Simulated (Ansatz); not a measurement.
Coupled-cluster diagnostics for the cluster Si₃Au₂⁻, Ansatz.

Geometry of the doublet (r2SCAN-D4/def2-SVPD):

```xyz
5

Au    0.613    0.305    1.813
Au   -1.517   -1.176    0.265
Si    0.927   -1.058   -0.263
Si   -0.787    1.192   -0.059
Si    0.764    0.738   -1.756
```

In the def2 sets Au takes a core potential; there is no spin–orbit coupling. Correlated methods freeze 15 core orbitals; core or outer-core shells of Au are correlated, in sets that lack core-valence functions. Another isomer (doublet) lies 0.17 eV lower at PBE0-D4/def2-TZVPD; other spin states weren't run for this one.

(1) Estimate the CCSD(T) correlation energy, the shares of MP2 and (T), T1 and the reference's ⟨S²⟩ for: charge -1, doublet, own geometry in def2-SVPD; and the rough time on 4 threads of Intel Xeon 6975P-C on a shared host.

Results:

(1) 
```tsv
state	basis	correlation (eV)	MP2 share (%)	(T) share (%)	T1	⟨S²⟩ (pure)	wall time	remarks
charge -1, doublet, own geometry	def2-SVPD	-29.954	101.7	5.3	0.030	0.89 (0.75)	78 s	spin-contaminated
```
Customary marks for T1 are 0.02 (closed shells), 0.045 (open shells) and about 0.05 (3d metals). T1 exceeds 0.02 in 1 of 1 rows and 0.045 in 0; the higher it lies, the less the single-reference result can be trusted.
